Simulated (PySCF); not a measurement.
**Ionisation energy of Kr³¹⁺ by level of theory**

Kr³¹⁺ [He] 2s2 2p1 [2p1/2^1, M_J = 1/2] → Kr³²⁺ [He] 2s2, as a difference of total energies. All numbers are calculated (PySCF 2.14, the two-component X2C-1e Hamiltonian, in an uncontracted even-tempered set (17 s from 12 bohr⁻², ratio 2.4; 12 p from 15 bohr⁻², ratio 2.4; 5 d from 51 bohr⁻², ratio 2.6; 4 f from 76 bohr⁻², ratio 2.6)). Correlated levels: nothing frozen; the 34 highest virtual spinors dropped. "Screened" scales the spin-orbit matrix elements by Boettger's factors to mimic the two-electron term; Breit and QED terms are absent.

| method | ionisation energy (eV) |
| --- | --- |
| GHF (spin-free) | 3715.5 |
| GMP2 (spin-free) | 3714.7 |
| GHF (screened spin-orbit) | 3758.2 |
| GMP2 (screened spin-orbit) | 3757.2 |

For this ion Breit and QED terms and the two-electron picture change, all absent here, outweigh the correlation shift from GHF to GMP2.

The spin-free rows lack the spin-orbit shift.

For comparison: 3752 ± 2.5 eV (semi-empirical (NIST evaluation); NIST Atomic Spectra Database, ionization energies).
